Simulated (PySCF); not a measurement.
# Stretching YSi

Set-up: PySCF, scalar-relativistic core potentials, basis sets Y def2-TZVPP with ECP28, Si def2-TZVPP. Energies in eV from Y (4d1 5s2) + Si in their ground configurations at the same level. State: ⁴Σ⁻ (quartet), unpaired electrons σ ↑, π ↑↑.

All columns are r²SCANh. A positive dipole means Y(−)Si(+).

```
R (Å)  E (eV)  μ (D)  Mulliken charge on Y (basis-dependent)  HOMO (eV)  LUMO (eV)  Mayer bond order  ⟨S²⟩
2.293  -1.685  -3.28                                    0.25      -4.16      -3.02              2.28  3.84
2.399  -2.139  -3.41                                    0.23      -4.25      -2.89              2.22  3.86
2.506  -2.388  -3.45                                    0.22      -4.34      -2.78              2.15  3.87
2.586  -2.475  -3.44                                    0.20      -4.39      -2.72              2.09  3.88
2.666  -2.497  -3.41                                    0.19      -4.45      -2.68              2.02  3.90
2.746  -2.472  -3.38                                    0.18      -4.50      -2.75              1.95  3.91
2.853  -2.383  -3.35                                    0.18      -4.56      -2.84              1.85  3.92
2.986  -2.216  -3.37                                    0.18      -4.62      -2.95              1.71  3.94
3.146  -1.971  -3.49                                    0.19      -4.69      -3.07              1.56  3.95
3.359  -1.621  -3.83                                    0.21      -4.69      -3.21              1.36  3.96
```

A fit through these points gives, at Re = 2.660 Å, μ = -3.42 D and dμ/dR = 0.381 D/Å; the reduced mass is 21.28 u.

**Question.** How strong is the fundamental in the double-harmonic approximation, I = 42.26·(dμ/dR)²/μred km/mol?

**Answer.** I = 42.26·(0.381)²/21.28 = 0.288 km/mol at r²SCANh.

The metal atom is held in its measured ground configuration; semilocal functionals can put another filling of s and d lower by some tenths of an eV, and De to that atom would be smaller. ⟨S²⟩ of the unrestricted solution departs from its pure value on part of the curve, where spin states mix. These are scalar-relativistic numbers at best; spin–orbit coupling would shift them, the dissociation energy most. With d or f electrons several states lie close, and the lowest PBE0 determinant need not be the measured ground state.
